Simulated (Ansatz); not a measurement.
Start from `BN[SiH](C)Cl` and change one atom or group to get `C[SiH](Cl)[GeH3]`.

Ansatz, PBE0-D4/def2-TZVP geometries, multiplicity 1. Each molecule was computed in one conformer, which needn't be the lowest.

Scalar relativity is left out up to krypton.

| property | `BN[SiH](C)Cl` |
| --- | --- |
| HOMO energy (B3LYP/def2-TZVPP) / eV | -8.43 |
| HOMO–LUMO gap (PBE/def2-TZVPP) / eV | 5.98 |
| size of the dipole moment (PBE/def2-TZVPP) / D | 1.12 |
| HOMO–LUMO gap (B3LYP/def2-TZVPP) / eV | 7.80 |
| LUMO energy (ωB97M-V/def2-TZVPP) / eV | 1.45 |
| LUMO energy (PBE0/def2-TZVPP) / eV | -0.40 |

(1) Give the same properties after the change, and the shifts. (An estimate is asked.)

Results:

(1) The calculation gave: 
| property | `C[SiH](Cl)[GeH3]` | shift |
| --- | --- | --- |
| HOMO energy (B3LYP/def2-TZVPP) / eV | -7.70 | 0.73 |
| HOMO–LUMO gap (PBE/def2-TZVPP) / eV | 5.85 | -0.13 |
| size of the dipole moment (PBE/def2-TZVPP) / D | 1.69 | 0.57 |
| HOMO–LUMO gap (B3LYP/def2-TZVPP) / eV | 7.48 | -0.32 |
| LUMO energy (ωB97M-V/def2-TZVPP) / eV | 1.79 | 0.34 |
| LUMO energy (PBE0/def2-TZVPP) / eV | -0.04 | 0.36 |

With PBE0 the HOMO rises by 0.76 eV and the LUMO rises by 0.36 eV, so the gap narrows by about 0.40 eV. PBE moves the HOMO by 0.60 eV and ωB97M-V by 0.98 eV. Dipoles are sizes alone; their direction can turn.

B3LYP here is the variant with VWN-RPA as its local correlation; programs differ in this.
